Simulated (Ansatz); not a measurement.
Consider the atomization: `O[Si@H](Cl)C[Si@H](O)Cl` → C• + 2 Cl• + 6 H• + 2 O• + 2 Si•.

Isolated molecules relaxed with PBE0-D4/def2-TZVP in Ansatz; ΔE leaves out vibrations. CCSD(T)/CBS is the MP2 limit (def2-TZVPP, def2-QZVPP) plus CCSD(T) − MP2 in def2-TZVPP, frozen cores. This one scheme is used for every species, atoms too. Functionals use def2-TZVPP. B3LYP here is the variant with VWN-RPA as its local correlation; programs differ in this. Open shells (•) are unrestricted, without spin–orbit coupling. Spin–orbit coupling would lower the free atoms: a little for C, Cl, O, Si. One conformer a species, not always the lowest.

```tsv
level	ΔE (kcal/mol)	difference from CCSD(T)/CBS
PBE-D4	1171.5	5.1
r2SCAN-D4	1165.9	-0.5
PBE0-D4	1154.8	-11.6
B3LYP-D4	1151.9	-14.5
ωB97X-V	1166.3	-0.1
ωB97M-V	1167.5	1.1
B2PLYP	1142.6	-23.8
PBE	1161.4	-5.0
r2SCAN	1163.4	-3.0
PBE0	1146.1	-20.3
B3LYP	1135.6	-30.8
HF/def2-TZVPP	851.4	-315.0
MP2/def2-TZVPP	1159.7	-6.7
SCS-MP2/def2-TZVPP	1146.9	-19.5
CCSD/def2-TZVPP	1112.2	-54.2
CCSD(T)/def2-TZVPP	1130.2	-36.2
HF/def2-QZVPP	853.7	-312.7
MP2/def2-QZVPP	1181.2	14.8
SCS-MP2/def2-QZVPP	1170.5	4.1
HF/CBS(def2)	854.0	-312.4
MP2/CBS(def2)	1195.9	29.5
CCSD/CBS(def2)	1148.3	-18.1
CCSD(T)/CBS	1166.4	0
```

Largest T1 diagnostic among the species: 0.012.

From PBE to PBE0 (25 % exact exchange), in def2-TZVPP and without D4, ΔE moves by −15.3 kcal/mol: exact exchange takes away binding that semilocal exchange gives to molecules. The D4 term adds +16.3 kcal/mol with B3LYP and +8.7 kcal/mol with PBE0; it sums over pairs of atoms, weighted by their polarisabilities, and B3LYP, whose exchange is more repulsive, gets the larger term. In def2-TZVPP, CCSD(T) changes the Hartree–Fock value by +278.8 kcal/mol (the triples alone add +18.0 kcal/mol) and MP2 by +308.3 kcal/mol; breaking electron pairs costs correlation energy, which Hartree–Fock lacks.

For atomizations the MP2-based limit and the directly extrapolated one differ by several kJ/mol either way, and by 10 to 25 for some Ge, Se and Sn compounds, so smaller differences from it don't rank the levels.
